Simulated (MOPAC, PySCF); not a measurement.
H2BI, SMILES `BI`, neutral singlet in the gas phase. 

Z-matrix (Å, degrees):
```
B
H 1 1.1879
H 1 1.1879 2 124.52
I 1 2.0989 2 117.74 3 180.00
```
Charge 0, spin multiplicity 1.

All levels are single points at this geometry (PBE0-D3(BJ)/def2-TZVP); Pople sets use spherical d functions. Orbital energies aren't observables, and empty levels follow the basis.

```csv
level,HOMO (eV),LUMO (eV),gap (eV),dipole (D),"vertical IE, Delta-SCF (eV)"
PBE0-D3(BJ)/def2-TZVP in PySCF,-7.57,-2.21,5.37,0.39,–
ωB97X-D3(BJ)/def2-TZVP in PySCF,-9.88,-0.09,9.79,0.55,–
B3LYP/LANL2DZ in PySCF,-7.31,-2.40,4.91,0.69,–
BP86/6-31G* (LANL2DZ on I) in PySCF,-6.54,-3.01,3.54,0.43,–
SVWN5/6-31G* (LANL2DZ on I) in PySCF,-6.48,-3.15,3.33,0.33,10.00
PM7 in MOPAC,-9.30,-1.45,7.85,1.89,–
```
